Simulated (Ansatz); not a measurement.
Total energies of C2H8FOSbSi (`CC[O][Sb]([F])[SiH3]`).

```xyz
14

C    -1.554    0.663    1.621
C    -1.717    0.058    0.245
O    -0.477   -0.393   -0.274
Sb    0.604    0.794   -1.382
F     1.508    1.730    0.046
Si    2.429   -1.056   -1.486
H    -2.526    0.955    2.027
H    -0.912    1.546    1.586
H    -1.096   -0.059    2.300
H    -2.189    0.784   -0.434
H    -2.376   -0.815    0.287
H     1.955   -2.158   -2.367
H     3.680   -0.490   -2.057
H     2.669   -1.558   -0.111
```

The species carries charge 0 and has multiplicity 1. Correlated methods include outer-core shells of Sb, which these sets cover unevenly. Sb takes the def2 core potential. The structure was optimised at the PBE0-D4/def2-TZVP level. It is one conformer, not always the lowest. Basis def2-TZVPP, the Gaussian-basis code of Ansatz.

RPA on PBE orbitals: Hartree–Fock energy of these orbitals -782.94557 Eh, correlation -2.06620 Eh (frozen core).

```
             functional  energy without D4 (Eh)  D4 term (kJ/mol)
            LDA (SPW92)              -782.52523                 –
                 revPBE              -785.89541             -92.8
                   BLYP              -785.87601             -70.9
                 B97M-V              -785.86541                 –
                   PBE0              -785.60021             -28.4
                r2SCAN0              -785.86263             -10.0
HSE06 (plane-wave form)              -785.57917             -26.7
              CAM-B3LYP              -785.89700             -29.2
                ωB97X-V              -785.84952                 –
                 B2PLYP              -785.48524                 –
```

(1) Give the same for PBE, r2SCAN, B3LYP, r2SCANh, BHLYP, LC-ωPBE, ωB97M-V, PBE-QIDH. (Estimate.)

B3LYP takes the VWN-RPA correlation (the form of Gaussian; ORCA's B3LYP/G). HSE06 is the plane-wave form, built on full-range PBE exchange. The double hybrids freeze the cores in their second-order part.

Results:

(1) Ansatz gave: 
```
functional  energy without D4 (Eh)  D4 term (kJ/mol)
       PBE              -785.55182             -33.1
    r2SCAN              -785.93441              -8.4
     B3LYP              -786.10605             -53.3
   r2SCANh              -785.90491              -9.0
     BHLYP              -785.79870             -43.7
   LC-ωPBE              -785.78804                 –
   ωB97M-V              -785.83346                 –
  PBE-QIDH              -785.28128                 –
```

LC-ωPBE has ω = 0.4 bohr⁻¹.
